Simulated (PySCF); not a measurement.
A search over the determinants of LiTl

Unrestricted PBE0; basis Li def2-SVP, Tl def2-SVP with ECP60; scalar-relativistic core potentials; PySCF 2.14. Outer shells of the fragments: Li 2s1; Tl 5d10 6s2 6p1.

Followed along the bond (rough minima from three points):

| 2Ms+1 | unpaired | ⟨S²⟩ at the start | R at minimum (Å) | Te (eV) |
| --- | --- | --- | --- | --- |
| 1 | none | 0.00 | 3.04 | 0.00 |
| 3 | σ ↑, π ↑ | 2.00 | 2.78 | 0.24 |
| 1 | σ ↑, π ↓ | 1.00 | 2.89 | 0.51 |
| 3 | σ ↑↑ | 2.00 | none in the scan | ≤ 0.90 |
| 3 | π ↑↑ | 2.00 | none in the scan | ≤ 1.14 |

Solutions found at the starting distance of 2.715 Å, counted from the lowest of them; the search is not exhaustive and high or unbound solutions are not listed, so other states can lie among these:

```
2Ms+1  unpaired   term  E (eV)  ⟨S²⟩  ⟨Lz²⟩  μ (D)
    1      none    ¹Σ⁺    0.00  0.00   0.00  -1.95
    3  σ ↑, π ↑     ³Π    0.13  2.00   1.00  -3.76
    1  σ ↑, π ↓  mixed    0.41  1.00   1.00  -3.67
    3      σ ↑↑    ³Σ⁺    1.00  2.00   0.00   4.94
    3      π ↑↑    ³Σ⁻    1.12  2.00   0.00  -4.96
    1      π ↑↓  mixed    1.31  1.00   2.01  -4.72
    1      none  mixed    1.77  0.00   2.00  -4.25
    3      π ↑↑  mixed    3.30  2.00   2.00   0.54
```

A term symbol is given only where ⟨S²⟩ and ⟨Lz²⟩ are close to those of a pure state; real π, δ and φ orbitals otherwise mix terms. A positive dipole means Li(−)Tl(+).

**Question.** Compare the gap between the two lowest followed solutions at the starting distance with the gap between their minima.

**Answer.** At PBE0 the second solution (triplet, unpaired electrons σ ↑, π ↑) lies +0.13 eV from the first (singlet, closed shell) at 2.715 Å and +0.24 eV at the minima; the two curves relax by different amounts, since their minima lie near 2.78 and 3.04 Å.

Spin–orbit coupling is left out, which matters for elements this heavy, above all for dissociation energies. Counting both spins, an empty level lies below a filled one in some of these solutions, because spin and occupation are held.
